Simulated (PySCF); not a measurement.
Predicted microwave data (PBE0-D3(BJ)/def2-SVP geometry optimisation, gas phase, def2 core potentials past Kr (PySCF 2.14.0)) for one isomer of C2H8InN:

```
Rotational constants : A = 8724, B = 2169, C = 1776 MHz
Dipole components    : |μa| = 0.16 D, |μb| = 0.00 D, |μc| = 0.00 D
Inertial defect      : -6.37 u·Å²
κ                    : -0.89
```

Problem. Which structure is it? (One computed conformer of each.)
A. InMe2(NH2) (`[CH3][In]([CH3])[NH2]`)
B. InH2(NMe2) (`[H][In]([H])[N](C)C`)

Solution. B. It is [H][In]([H])[N](C)C, an asymmetric top, point group C2v. The candidates at the same level (rigid rotor, commonest isotopes):

```json
{"SMILES": "[CH3][In]([CH3])[NH2]", "A (MHz)": "4884", "B (MHz)": "3891", "C (MHz)": "2227", "μa (D)": "0.00", "μb (D)": "0.01", "μc (D)": "0.11", "Δ (u·Å²)": "-6.40", "point group": "–", "rotor": "asymmetric top"}
{"SMILES": "[H][In]([H])[N](C)C", "A (MHz)": "8724", "B (MHz)": "2169", "C (MHz)": "1776", "μa (D)": "0.16", "μb (D)": "0.00", "μc (D)": "0.00", "Δ (u·Å²)": "-6.37", "point group": "C2v", "rotor": "asymmetric top"}
```

`[CH3][In]([CH3])[NH2]` has B 79 % too high. In the right answer the symmetry axis of this C2v structure is a, so μb and μc vanish by symmetry. No structure here is proved a minimum.
